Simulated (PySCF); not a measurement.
# Ionisation energy of F⁺ by level of theory

F⁺ [He] 2s2 2p4 (3P) → F²⁺ [He] 2s2 2p3 (4S), as a difference of total energies. Calculation: PySCF 2.14, in aug-cc-pCVTZ-DK; scalar relativity by spin-free X2C-1e. Correlated levels: valence and next inner shell: nothing frozen. The calculations carry no spin-orbit coupling.

**Question.** Order these methods by the ionisation energy they give, lowest first.
A. UHF
B. SCS-MP2 (valence and next inner shell)
C. CCSD (valence and next inner shell)
D. MP2 (valence and next inner shell)

**Answer.** A (33.367 eV), D (34.643 eV), C (34.677 eV), B (34.740 eV).

A first-order spin-orbit estimate (lowest level to lowest level, LS coupling) adds 0.020 eV.

Errors of the correlated levels include the incompleteness of this basis.

For comparison: 34.971 eV (measured; NIST Atomic Spectra Database, ionization energies).
